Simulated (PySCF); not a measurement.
Cost of excited-state runs on `InChI=1S/C7H8N/c1-2-5-8-6-3-4-7-8/h2-7H,1H2/b5-2-`, doublet

Geometry:
| atom | x (Å) | y (Å) | z (Å) |
| --- | --- | --- | --- |
| C1 | 2.464 | 0.478 | -0.789 |
| C2 | 2.092 | -0.640 | -0.112 |
| C3 | 0.814 | -1.065 | 0.255 |
| N4 | -0.352 | -0.355 | 0.220 |
| C5 | -1.593 | -0.942 | 0.252 |
| C6 | -2.546 | 0.032 | 0.232 |
| C7 | -1.866 | 1.275 | 0.210 |
| C8 | -0.529 | 1.004 | 0.202 |
| H9 | 1.759 | 1.186 | -1.183 |
| H10 | 3.500 | 0.658 | -1.008 |
| H11 | 2.877 | -1.338 | 0.154 |
| H12 | 0.693 | -2.084 | 0.594 |
| H13 | -1.697 | -2.010 | 0.267 |
| H14 | -3.608 | -0.113 | 0.239 |
| H15 | -2.318 | 2.247 | 0.208 |
| H16 | 0.303 | 1.676 | 0.249 |

PySCF with density fitting, on 1 thread of an Arm Neoverse N1, shared host. Command: `OMP_NUM_THREADS=1 python excited_run.py task.json out`

(1) How long does this run take, and how much memory?
- open-shell absorption, PBE0/def2-SVPD; 10 states; Tamm-Dancoff

Answers

(1) 
| run | level | basis functions | wall time | peak memory (GiB) |
| --- | --- | --- | --- | --- |
| open-shell absorption | PBE0/def2-SVPD | 224 | 2.1 min | 0.8 |

Times from a shared host are rough.
